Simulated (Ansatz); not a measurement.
Total energies of Hg₂S₂ from Ansatz at PBE-D4/def2-TZVP, gas phase (1 Eh = 27.2114 eV = 2625.5 kJ/mol). The reference geometry is relaxed at r2SCAN-D4/def2-SVP.

Cartesian coordinates in Å:
```
Hg -1.277 0.563 -0.366
Hg 1.277 -0.563 0.365
S 0.963 1.572 -0.944
S -0.963 -1.572 0.944
```

```tsv
state	geometry	energy (Eh)
charge 0 singlet	reference	-1103.13272
charge 1 doublet	reference	-1102.82865
charge 1 doublet	relaxed at r2SCAN-D4/def2-SVP	-1102.82821
charge 0 triplet	relaxed at r2SCAN-D4/def2-SVP	-1103.10689
charge 0 quintet	relaxed at r2SCAN-D4/def2-SVP	-1103.06223
free Hg atom (singlet)	–	-153.55657
free S atom (triplet)	–	-397.93833
```

In the def2 sets Hg takes a core potential; there is no spin–orbit coupling.

Task: Work out the vertical ionisation energy to the doublet.

Result: E(charge 1 doublet) − E(charge 0 singlet) = -1102.82865 − (-1103.13272) = 0.30407 Eh = 8.27 eV. For comparison, −ε of the highest occupied level is 5.63 eV at this level, 2.64 eV less.

Task: How much does the charge 1 doublet relax, and what is the adiabatic ionisation energy?

Result: Relaxation: -1102.82865 − (-1102.82821) = -0.00044 Eh = -0.01 eV. Adiabatic ionisation energy: 0.30451 Eh = 8.29 eV, without zero-point energy. 

Task: Which of the charge 0 states is lowest, and how far above it are the others?

Result: The singlet. triplet: -1103.10689 − (-1103.13272) = 0.02583 Eh = 67.8 kJ/mol; quintet: -1103.06223 − (-1103.13272) = 0.07049 Eh = 185.1 kJ/mol. The triplet differs in its bonds from the reference. The quintet differs in its bonds from the reference.

Task: What is the binding energy per atom against free atoms?

Result: Atoms: 2 × (-153.55657) + 2 × (-397.93833) = -1102.98980 Eh. Binding: -1102.98980 − (-1103.13272) = 0.14292 Eh = 3.89 eV, or 0.97 eV for each of 4 atoms (no zero-point energy, no counterpoise term).

The structure comes from a short search, and lower isomers may exist.
